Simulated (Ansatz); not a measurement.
Ideal-gas functions of C₂H₃BOSe (`C=C1[Se]B1O`) at 500 K and 1 bar, from an Ansatz frequency run at PBE0-D4/def2-TZVP.

Molar mass 132.82 g/mol, point group Cs (symmetry number 1), electronic degeneracy 1, moments of inertia 131.618, 159.012, 290.629 u Å². Harmonic wavenumbers (cm⁻¹, unscaled): 215, 256, 309, 441, 492, 544, 572, 663, 767, 897, 1041, 1066, 1399, 1505, 1783, 3144, 3232, 3867.

Use S(trans) = R[1.5 ln M + 2.5 ln T − 1.1517]; rotational temperatures θ = 24.2544 K / I; S(rot) = R[ln(√π/σ · √(T³/θAθBθC)) + 1.5]; for each mode x = 1.438777 ν̃/T, S = R[x/(eˣ − 1) − ln(1 − e⁻ˣ)] and H = RT x/(eˣ − 1); 1 cm⁻¹ = 0.0119627 kJ/mol; R = 8.31446 J/(mol·K).

Q: By hand: the entropy, in J/(mol·K).

A: Translation 180.6. Rotation: θ = 0.1843, 0.1525, 0.0835 K, giving 119.9. Vibration, mode by mode: 12.44, 11.04, 9.56, 6.87, 6.09, 5.39, 5.05, 4.10, 3.24, 2.41, 1.74, 1.64, 0.76, 0.59, 0.30, 0.01, 0.01, 0.00, in all 71.2. Electronic 0.0. Sum 371.7 J/(mol·K).

Q: By hand: H − E and G − E in kJ/mol, counted from the electronic energy.

A: Zero-point energy ½ × 22193 × 0.0119627 = 132.7; thermal vibration 21.1; translation, rotation and pV give 4 RT = 16.6. H − E = 170.4 kJ/mol, and G − E = 170.4 − 500 × 371.7/1000 = -15.5 kJ/mol.

Vibration gives 19 % of the entropy. The sum counts one conformer and one mirror image; others add a mixing term.
